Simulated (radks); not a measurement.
Q: The mean radii <r> (bohr) of the occupied orbitals of an atom or ion are listed with their occupations. All-electron calculation, scalar-relativistic Kohn-Sham, PBE, spin-polarised, spherical densities, finite nucleus; Fermi nuclear charge, rms radius of each element as measured or else 0.836 A^(1/3) + 0.57 fm. Program: a radial shooting solver on a logarithmic mesh with Libxc functionals.

orbital  occ.      <r>
1s up       1  0.01774
1s down     1  0.01774
2s up       1  0.07491
2s down     1  0.07491
2p up       3  0.06728
2p down     3  0.06728
3s up       1   0.1939
3s down     1   0.1939
3p up       3   0.1945
3p down     3   0.1945
3d up       5   0.1762
3d down     5   0.1762
4s up       1   0.4319
4s down     1   0.4319
4p up       3   0.4594
4p down     3   0.4594
4d up       5   0.4891
4d down     5   0.4889
5s up       1    1.009
5s down     1    1.003
4f up       7   0.5580
5p up       3    1.174
4f down     7   0.5551
5p down     3    1.164
5d up       5    1.750
6s up       1    2.749
5d down     1    1.776
7s up       1    8.056

Name the element and its charge. Open shells, if any, are filled with parallel spins first.

A: Z = 76, osmium, charge 0: Os in [Xe] 4f14 5d6 6s1 7s1. The 1s radius gives Z: for a bare nucleus <r> = (2 gamma + 1)/(2Z) with gamma = sqrt(1 - (Z/c)^2), 0.01753 bohr for Z = 76, and screening makes it slightly larger (0.01774 here). The occupations add up to 76, and the charge is Z minus that.
